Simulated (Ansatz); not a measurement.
A structure relaxed at PBE-D4/def2-SVP in Ansatz, charge 0, singlet:

```xyz
50

Ga   -2.1778   -2.1972    0.7171
Ga   -2.5212    1.3161    3.5280
Ga    1.7277   -2.3111    1.3260
Ga    1.4000    1.1979    4.1400
Ga   -4.1838    1.5512   -0.7801
Ga    0.3060   -2.1050   -2.3583
Ga   -1.6869    1.6470   -3.8676
Ga    0.0265    1.1912    0.0570
Ga    4.3041    1.3073    0.5448
Ga    2.8799    1.5130   -3.1556
As   -2.6177   -1.1682    2.9480
As   -3.9590   -0.9800   -0.5377
As   -0.0278   -1.2762   -0.0609
As   -0.3253    1.7986    2.4302
As    1.5198   -1.2933    3.5952
As    3.8715   -1.2047    0.6869
As   -1.8025    2.0108   -1.3949
As   -1.3285   -0.8794   -3.7918
As    2.3656   -0.9868   -3.2165
As    2.2533    1.8937   -0.7634
H    -2.3105   -3.7683    0.6837
H    -3.7568    1.9188    2.7661
H    -2.2825    1.3577    5.0879
H     1.7771   -3.8874    1.3182
H     0.7015    1.2707    5.5539
H     2.8426    1.7178    3.7953
H    -4.5663    2.0224    0.6700
H    -5.0512    1.7602   -2.0824
H     0.2888   -3.6717   -2.5382
H    -3.1474    1.8338   -4.4366
H    -0.3636    2.1828   -4.5254
H     4.2541    1.7726    2.0453
H     5.5372    1.4523   -0.4302
H     1.8582    2.1218   -4.1833
H     4.4532    1.6046   -3.2462
H    -3.9940   -1.7107    3.3294
H    -1.8282   -2.0077    3.9483
H    -5.2561   -1.5363    0.0466
H    -4.0694   -1.6876   -1.8850
H    -0.2733    3.3259    2.3900
H     0.4107   -2.0736    4.2946
H     2.6752   -1.9150    4.3776
H     4.8960   -1.8291    1.6325
H     4.3473   -1.9279   -0.5696
H    -1.6829    3.5280   -1.2510
H    -2.6483   -1.6308   -3.6434
H    -1.0148   -1.3760   -5.2019
H     2.4665   -1.4765   -4.6600
H     3.5326   -1.8121   -2.6823
H     2.1802    3.4166   -0.6503
```

Question: Give its formula and point group.

Answer: Ga₁₀As₁₀H₃₀, a nanocrystal cut from zinc blende GaAs (hydrogen-capped). Point group C3v (tolerance 0.1 Å).

Question: Summarise the bond lengths by kind (pairs closer than 1.2 times the sum of covalent radii, bridged metal pairs left out).

Answer: 25 × As–Ga 2.46 to 2.55 Å; 15 × As–H 1.53 Å; 15 × Ga–H 1.57 to 1.58 Å.

Single mean-field runs in def2-SVP are fitted with def2-universal-jkfit.
